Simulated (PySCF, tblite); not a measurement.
Isomers of C7H12Ge. Computed with GFN2-xTB (tblite): harmonic, unscaled wavenumbers at the GFN2-xTB geometry, gas phase. Errors from tens to a few hundred cm⁻¹ against measured bands are possible. Modes of hydrogen on germanium can be 10 to 20 % off. One conformer each.

Electronic energies: PBE0-D3(BJ)/def2-SVP at its own geometries (PySCF, gas phase).

| SMILES | electronic energy, lowest = 0 (kcal/mol) |
| --- | --- |
| CC#[C][GeH]1[CH2]CC[CH2]1 | 5.7 |
| C#[C][GeH]1[CH2]CCC[CH2]1 | 9.4 |
| C#C[C@H]1CCC[CH2][GeH2]1 | 15.0 |
| CC[CH2][GeH]1[CH]=CC=[CH]1 | 0.0 |

Task: How do GFN2-xTB zero-point energies change the relative energies?

Result: 
```json
{"SMILES": "CC[CH2][GeH]1[CH]=CC=[CH]1", "ZPE (kcal/mol)": "102.0", "of it from modes above 1550 cm⁻¹": "52.5", "electronic (kcal/mol)": "0.0", "with ZPE, lowest = 0 (kcal/mol)": "0.0", "lowest mode (cm⁻¹)": "51", "rings": "1"}
{"SMILES": "CC#[C][GeH]1[CH2]CC[CH2]1", "ZPE (kcal/mol)": "102.3", "of it from modes above 1550 cm⁻¹": "52.9", "electronic (kcal/mol)": "5.7", "with ZPE, lowest = 0 (kcal/mol)": "6.0", "lowest mode (cm⁻¹)": "20i", "rings": "1"}
{"SMILES": "C#[C][GeH]1[CH2]CCC[CH2]1", "ZPE (kcal/mol)": "102.8", "of it from modes above 1550 cm⁻¹": "52.9", "electronic (kcal/mol)": "9.4", "with ZPE, lowest = 0 (kcal/mol)": "10.1", "lowest mode (cm⁻¹)": "54", "rings": "1"}
{"SMILES": "C#C[C@H]1CCC[CH2][GeH2]1", "ZPE (kcal/mol)": "101.1", "of it from modes above 1550 cm⁻¹": "51.6", "electronic (kcal/mol)": "15.0", "with ZPE, lowest = 0 (kcal/mol)": "14.1", "lowest mode (cm⁻¹)": "70", "rings": "1"}
```

The zero-point energies span 1.7 kcal/mol, from `C#C[C@H]1CCC[CH2][GeH2]1` to `C#[C][GeH]1[CH2]CCC[CH2]1`. Slightly imaginary modes are left out of the zero-point energy: `CC#[C][GeH]1[CH2]CC[CH2]1` 19.6i cm⁻¹. The order is unchanged.

Task: And how do the electronic energies of GFN2-xTB itself compare?

Result: `CC[CH2][GeH]1[CH]=CC=[CH]1` 3.3; `CC#[C][GeH]1[CH2]CC[CH2]1` 0.0; `C#[C][GeH]1[CH2]CCC[CH2]1` 5.0; `C#C[C@H]1CCC[CH2][GeH2]1` 0.8 kcal/mol, lowest = 0. Against the energies above, taken from the same isomer `CC[CH2][GeH]1[CH]=CC=[CH]1`, the largest difference is 17.5 kcal/mol. The two levels were optimised apart and needn't hold the same conformer.

Task: What do entropy and thermal enthalpy add at 298.15 K and 1 bar (rigid rotor, harmonic oscillator, one conformer each)?

Result: 
| SMILES | point group | symmetry number | S (cal/(mol K)) | H − H(0) (kcal/mol) | ZPE + H − H(0) − TS (kcal/mol) |
| --- | --- | --- | --- | --- | --- |
| CC[CH2][GeH]1[CH]=CC=[CH]1 | Cs | 1 | 100.8 | 6.99 | 78.9 |
| C#[C][GeH]1[CH2]CCC[CH2]1 | Cs | 1 | 97.0 | 6.76 | 80.6 |
| C#C[C@H]1CCC[CH2][GeH2]1 | C1 | 1 | 95.3 | 6.61 | 79.3 |

Not tabulated: `CC#[C][GeH]1[CH2]CC[CH2]1` (lowest mode only 20i cm⁻¹).
